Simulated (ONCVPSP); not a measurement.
# u(r) = r·R(r): atom against pseudo-atom (platinum (Pt))

Columns: radius, all-electron u(r) and pseudo u(r) of the 5p shell (level -70.37 eV) of platinum in the configuration [Kr] 4d10 4f14 5s2 5p6 5d8.5; PBE, scalar-relativistic, ONCV scheme, ONCVPSP 4.0.1.

| r (bohr) | all-electron | pseudo |
| --- | --- | --- |
| 0.075 | 0.0118 | 0.0084 |
| 0.150 | 0.3847 | 0.0349 |
| 0.225 | -0.0850 | 0.0823 |
| 0.300 | -0.5173 | 0.1536 |
| 0.375 | -0.5776 | 0.2501 |
| 0.450 | -0.3521 | 0.3695 |
| 0.525 | -0.0031 | 0.5059 |
| 0.600 | 0.3514 | 0.6499 |
| 0.675 | 0.6505 | 0.7900 |
| 0.750 | 0.8724 | 0.9142 |
| 0.825 | 1.0174 | 1.0118 |
| 0.900 | 1.0949 | 1.0752 |
| 0.975 | 1.1187 | 1.1014 |
| 1.050 | 1.1024 | 1.0922 |
| 1.125 | 1.0579 | 1.0536 |
| 1.200 | 0.9951 | 0.9938 |
| 1.275 | 0.9217 | 0.9214 |
| 1.350 | 0.8434 | 0.8433 |
| 1.425 | 0.7643 | 0.7642 |
| 1.500 | 0.6872 | 0.6871 |
| 1.575 | 0.6139 | 0.6138 |
| 1.650 | 0.5455 | 0.5453 |
| 1.725 | 0.4824 | 0.4823 |
| 1.800 | 0.4251 | 0.4250 |
| 1.875 | 0.3733 | 0.3732 |
| 1.950 | 0.3269 | 0.3268 |

Q: How many radial nodes do the two functions have?

A: The all-electron 5p function has n − l − 1 = 3 (the table is too coarse to show those close to the nucleus); the pseudo-wave has 0, since the states of the same l below it are removed with the core.

Q: At about which radius was the pseudo-wave matched?

A: 1.50 bohr. The columns agree to 0.0005 from 1.27 bohr on; several derivatives are matched, so the curves merge somewhat inside the radius.

Q: Where does each function peak?

A: Outermost all-electron maximum near 0.97 bohr, pseudo maximum near 0.97 bohr (to the table’s step).

Q: Is the pseudo-wave norm-conserving?

A: Yes: the ONCV scheme keeps the norm inside the radius equal to the all-electron one, which fixes the energy derivative of the logarithmic derivative at the level.
